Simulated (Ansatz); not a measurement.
`C[SiH](N)[GeH3]` + `[AlH3]` → `C[SiH](N)[AlH2]` + GeH₄  (formal exchange of groups at the Si–Ge bond)

Calculated with Ansatz (gas phase, PBE0-D4/def2-TZVP geometries, no zero-point term in ΔE). CCSD(T)/CBS is the MP2 limit (def2-TZVPP, def2-QZVPP) plus CCSD(T) − MP2 in def2-TZVPP, frozen cores. This one scheme is used for every species. DFT in def2-TZVPP. For Ge outer-core shells are correlated without core-valence functions, which leaves a few kJ/mol of doubt a bond. Scalar relativity is left out up to krypton. One conformer a species, not always the lowest.

(1) Is it downhill or uphill in electronic energy at CCSD(T)/CBS, and by how much? (Best estimate.)

(2) What do these levels give: PBE-D4, r2SCAN-D4, PBE0-D4, ωB97X-V, ωB97M-V, B2PLYP, MP2/def2-TZVPP, CCSD/def2-TZVPP, CCSD(T)/def2-TZVPP, HF/def2-QZVPP, SCS-MP2/def2-QZVPP, MP2/CBS(def2)? (Estimate.)

Largest T1 diagnostic among the species: 0.012.

Answers

(1) Computed: Uphill: ΔE = +23.4 kJ/mol.

(2) The calculation gave: PBE-D4 18.0, r2SCAN-D4 22.6, PBE0-D4 18.8, ωB97X-V 20.7, ωB97M-V 25.7, B2PLYP 21.9, MP2/def2-TZVPP 26.2, CCSD/def2-TZVPP 21.2, CCSD(T)/def2-TZVPP 21.2, HF/def2-QZVPP 19.2, SCS-MP2/def2-QZVPP 24.7, MP2/CBS(def2) 28.4 kJ/mol.

The D4 term adds +3.5 kJ/mol with B3LYP and +1.9 kJ/mol with PBE0; it sums over pairs of atoms, weighted by their polarisabilities, and B3LYP, whose exchange is more repulsive, gets the larger term.

B3LYP here is the variant with VWN-RPA as its local correlation; programs differ in this.
